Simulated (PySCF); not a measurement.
**A small calculation by hand: dipole moment from atomic charges**

CH2Li2, SMILES [Li][CH2][Li]. Atoms are numbered in the order given.

```xyz
5

C      0.0000     0.0000    -0.3338
H      0.0000     0.8865    -0.9947
H      0.0000    -0.8865    -0.9947
Li    -1.6603     0.0000     0.6653
Li     1.6603     0.0000     0.6653
```
Charge 0, spin multiplicity 1.

Coordinates come from a r2SCAN-D4/def2-TZVPD optimisation.

Charges (e) from PySCF with PBE0/def2-TZVPD:

```tsv
atom	ESP fit	IAO
C1	-2.211	-1.467
H2	0.368	0.098
H3	0.368	0.098
Li4	0.738	0.636
Li5	0.738	0.636
```

The dipole moment of the full density is 5.16 D.

### Question
What dipole moment does each set of point charges give, and which comes closer to that of the density?

### Answer

μ = Σ q r, and 1 e Å = 4.8032 D.
ESP fit: Σ q r = (0.000, 0.000, 0.988) e Å, |μ| = 4.75 D.
IAO: Σ q r = (0.000, 0.000, 1.141) e Å, |μ| = 5.48 D.
IAO comes closer in size. Point charges leave out the atoms' own dipoles (lone pairs, polarised bonds); fits to the potential absorb them, partitions of the density don't.
